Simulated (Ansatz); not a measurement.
## Two structures, one formula

Two relaxed structures of BHBrO (charge +1), singlet (PBE0-D4/def2-TZVP; forces vanish, vibrations not checked).

A:

O1  (0.028, 0.869, 0.160)
B2  (0.060, -0.374, 0.086)
Br3  (0.160, -2.141, 0.097)
H4  (-0.248, 1.646, -0.343)
(Å)

B:

| atom | x (Å) | y (Å) | z (Å) |
| --- | --- | --- | --- |
| O1 | 0.0884 | 0.6010 | 0.4283 |
| B2 | 0.0791 | -0.5382 | 0.0959 |
| Br3 | 0.0618 | -2.3777 | -0.4525 |
| H4 | 0.3514 | -2.8822 | 0.8795 |

Program: Ansatz 0.2.0. Basis: def2-TZVPP. Cores are frozen in the correlated methods. Filled d shells of the heavier atoms are correlated. The def2 sets are not built for correlating such inner shells, so the correlated values are less sure here. B3LYP uses VWN-RPA correlation.

Which structure is lower at CCSD(T), and by how much? (To be estimated.)

Computed: A, by 2.309 eV (electronic energy, against the other). By their contacts, A is BHBrO ([OH][B][Br]), total charge +1 and B is BHBrO ([O][B][BrH]), total charge +1.

All methods give the same order:

| method | E(B) − E(A) (eV) |
| --- | --- |
| PBE-D4 | 2.301 |
| r2SCAN-D4 | 2.489 |
| PBE0-D4 | 2.496 |
| B3LYP-D4 | 2.438 |
| wB97M-V | 2.472 |
| HF | 2.906 |
| MP2 | 2.283 |
| CCSD | 2.395 |
| CCSD(T) | 2.309 |

The T1 diagnostic stays at or below 0.015.

Labels in which every atom is bracketed show which atoms are joined, not bond orders.

For scale, one of the runs: CCSD(T)/def2-TZVPP, 124 basis functions, launched by `ansatz run in.yaml --threads 2 --pin off --events-out ev --progress --plain --max-ram 4352MiB`. Hardware: 2 CPU threads of an Arm Neoverse N1, shared host. Wall time about 19 s.
